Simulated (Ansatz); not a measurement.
C5H8O2, SMILES `CCC(=O)/C=C\O` at its PBE0-D4/def2-TZVP geometry, where that method's forces vanish. Total charge 0; spin multiplicity 1.

```xyz
15

C     2.2461    0.1997   -0.7166
C     1.2337   -0.2529    0.3133
C    -0.1945    0.0425   -0.0590
O    -0.4608    0.6031   -1.1309
C    -1.2352   -0.3424    0.8581
C    -2.5294   -0.0850    0.5397
O    -2.9054    0.5019   -0.5679
H     3.2592   -0.0423   -0.3908
H     2.0684   -0.2829   -1.6786
H     2.1841    1.2765   -0.8796
H     1.3063   -1.3318    0.4962
H     1.4205    0.2134    1.2881
H    -0.9966   -0.8312    1.7920
H    -3.3514   -0.3557    1.1984
H    -2.0448    0.6869   -1.0623
```

What forces (eV/Å) does PBE-D4/def2-TZVPP give on these atoms in Ansatz? (Best estimate.)

The calculation gave: 
```
C1   0.045 -0.011  0.014
C2   0.062 -0.002 -0.006
C3   0.137 -0.415  0.802
O4  -0.211  0.554 -1.065
C5   0.357 -0.065  0.076
C6  -0.223 -0.161  0.353
O7  -0.726  0.235 -0.358
H8   0.205 -0.040  0.047
H9  -0.026 -0.089 -0.199
H10 -0.003  0.215 -0.043
H11  0.031 -0.217  0.058
H12  0.052  0.076  0.207
H13  0.051 -0.112  0.214
H14 -0.203 -0.059  0.146
H15  0.452  0.090 -0.246
```
